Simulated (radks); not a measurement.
The thallium ion Tl61+, configuration [Ar] 3d2 (the NIST ground configuration). All-electron calculation, Dirac Kohn-Sham, LB94 model potential, spin-unpolarised, spherical densities, finite nucleus; open shells fill j = l - 1/2 first; Fermi nuclear charge, rms radius 5.4759 fm. Program: a radial shooting solver on a logarithmic mesh with Libxc functionals.

Spin-orbit splittings of the eigenvalues, e(l+1/2) - e(l-1/2), with zeta = 2 splitting/(2l+1) and mean radii in bohr:

| shell | occ. | splitting (eV) | zeta (eV) | <r> j=l-1/2 | <r> j=l+1/2 |
|---|---|---|---|---|---|
| 2p | 6 | 2107 | 1404 | 0.05538 | 0.06398 |
| 3p | 6 | 535.0 | 356.7 | 0.1572 | 0.1708 |
| 3d | 2 | 121.9 | 48.75 | 0.1461 | 0.1503 |
| 4p | 0 | 206.4 | 137.6 | 0.3100 | 0.3282 |
